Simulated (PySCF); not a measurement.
HBr: energy against distance

Set-up: basis H cc-pVTZ, Br cc-pVTZ-PP with ECP10; scalar-relativistic core potentials; PySCF 2.14. Energies in eV from H + Br in their ground configurations at the same level. State: ¹Σ⁺ (singlet), closed shell.

All columns are revPBE. A positive dipole means H(−)Br(+).

```
R (Å)  E (eV)  μ (D)  Mulliken charge on H (basis-dependent)  HOMO (eV)  LUMO (eV)  Mayer bond order  ⟨S²⟩
1.223  -3.106  -0.77                                    0.17      -7.40       0.24              1.04  0.00
1.280  -3.511  -0.78                                    0.15      -7.37      -0.12              1.04  0.00
1.337  -3.751  -0.79                                    0.14      -7.34      -0.51              1.04  0.00
1.379  -3.846  -0.81                                    0.13      -7.32      -0.81              1.04  0.00
1.422  -3.884  -0.82                                    0.13      -7.30      -1.11              1.04  0.00
1.465  -3.876  -0.84                                    0.13      -7.28      -1.42              1.03  0.00
1.522  -3.808  -0.86                                    0.12      -7.26      -1.81              1.03  0.00
1.593  -3.656  -0.89                                    0.13      -7.23      -2.30              1.02  0.00
1.678  -3.406  -0.92                                    0.13      -7.21      -2.86              1.01  0.00
1.792  -3.010  -0.97                                    0.13      -7.18      -3.54              1.00  0.00
```

A fit through these points gives, at Re = 1.435 Å, μ = -0.83 D and dμ/dR = -0.352 D/Å; the reduced mass is 0.9951 u.

Question: How strong is the fundamental in the double-harmonic approximation, I = 42.26·(dμ/dR)²/μred km/mol?

Answer: I = 42.26·(-0.352)²/0.9951 = 5.26 km/mol at revPBE.
